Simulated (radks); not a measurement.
Dipole-allowed excitations along the series with 30 electrons in [Ar] 3d10 4s2. Method: scalar-relativistic Kohn-Sham, exchange-only LDA, spin-polarised, spherical densities, finite nucleus; Fermi nuclear charge, rms radius of each element as measured or else 0.836 A^(1/3) + 0.57 fm; computed with a radial shooting solver on a logarithmic mesh with Libxc functionals. Time-dependent linear response with the Hartree and adiabatic exchange-only LDA kernel, continuum included through the Sternheimer equations, no spin-orbit coupling, so fine structure and intercombination lines are absent. Lines are the poles of the dipole polarisability below minus the highest occupied eigenvalue, found on a grid refined at the orbital gaps; the lowest seven at most are given, and weak or close lines can be missed. The first line takes the name of the lowest orbital gap if no other gap lies below it; otherwise a line is named after a gap within 0.6 % of it, if that gap stands alone.

species  -e(HOMO) (eV)  lowest orbital gap (eV)  first line (eV)     f  static alpha (bohr^3)  measured (eV)
Ga+             15.445              4s-4p 7.170    8.874 (4s-4p)  1.56                  17.23    4s-4p 8.766
Ge2+            28.303              4s-4p 9.368   11.721 (4s-4p)  1.63                  10.01              -
As3+            43.440             4s-4p 11.487   14.361 (4s-4p)  1.62                  6.583              -
Se4+            60.693             4s-4p 13.579   16.910 (4s-4p)  1.60                  4.650              -
Br5+            79.973             4s-4p 15.665   19.417 (4s-4p)  1.57                  3.445              -
Kr6+            101.22             4s-4p 17.759   21.910 (4s-4p)  1.54                  2.641              -

Measured values: term averages from the NIST Handbook of Basic Atomic Spectroscopic Data.
